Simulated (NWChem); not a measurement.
# C$_{2}$H$_{8}$OSi; SMILES CC[SiH2]O

```xyz
12

Si     0.4966    -0.7617     0.1272
O     -0.9172    -1.5533    -0.2913
C      0.5246     1.0445    -0.4208
C     -0.5814     1.9175     0.1995
H      1.5756    -1.5235    -0.5514
H      0.7112    -0.8088     1.6072
H     -1.7172    -1.2791     0.1771
H      0.4609     1.0798    -1.5169
H      1.5131     1.4531    -0.1627
H     -0.5165     1.9297     1.2945
H     -0.5184     2.9567    -0.1442
H     -1.5791     1.5486    -0.0692
```
Atoms are numbered in this order, from 1.

Computed with NWChem. All runs use the structure optimised with B3LYP/6-31G* (spherical d). Level: M05-2X/def2-SVP with SMD (1 M gas to 1 M solution), gas-phase geometry. Reactions with the solvent are ignored.

Task: Among these, which solvent gives the highest value of “cavity-dispersion-structure term (kcal/mol)”?
(A) ethyl acetate
(B) water
(C) dichloromethane
(D) 2-propanol

Result: B, water. Values: ethyl acetate -1.3; dichloromethane -1.1; 2-propanol -0.4; water 3.2
